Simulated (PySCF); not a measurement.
Calculation: B3LYP-D3(BJ)/def2-TZVP (PySCF). Isolated molecules, 0 K electronic values unless said otherwise. B3LYP has the VWN-RPA correlation part, as in Gaussian. 

Reference species (SMILES): `[F][GaH2]` (neutral, multiplicity 1).

```json
{
 "dipole_moment": "2.30 D"
}
```

Changed species: `[F][Ga]([F])[F]` (whole molecule; the reference has whole molecule).

### Question
Predict the effect on the dipole moment.

### Answer
the dipole moment falls by 2.30 D, to 0.00 D.
